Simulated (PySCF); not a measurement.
# Ionising InF

PBE0; In def2-SVP with ECP28, F def2-SVP; scalar-relativistic core potentials (PySCF 2.14). Neutral (UKS): singlet (closed shell), Re = 1.996 Å, ωe = 565 cm⁻¹, De = 5.26 eV, HOMO -7.36 eV, LUMO -1.45 eV.

InF⁺ (UKS): doublet (σ ↑), Re = 1.951 Å, ωe = 542 cm⁻¹, De = 1.04 eV to In⁺ + F. The energies at the minima are -289.85174 hartree for InF and -289.49042 for InF⁺.

Problem. Work out the adiabatic ionisation energy, without and with harmonic zero-point energies (1 hartree = 27.2114 eV, 1 eV = 8065.5 cm⁻¹), and the change of the bond length.

Solution. At PBE0: 0.36132 hartree = 9.832 eV between the minima; the zero-point term (542.0 − 565.0)/2 cm⁻¹ = -0.001 eV makes it 9.831 eV. Re changes by -4.5 pm against the neutral. Minus the HOMO energy is 7.36 eV, -2.47 eV from the value between the minima; self-interaction puts the Kohn–Sham level too high, less so with exact exchange. The electron leaves a σ orbital, and the shorter bond of the ion fits an antibonding orbital, or a change in how ionic the bond is.

Spin–orbit coupling is left out, which matters for elements this heavy, above all for dissociation energies. For an ion De counts to the pair picked by the measured ionisation energies or electron affinities, which need not be the lowest pair at this level. States were picked by a PBE0 search and need not be the measured ground states.
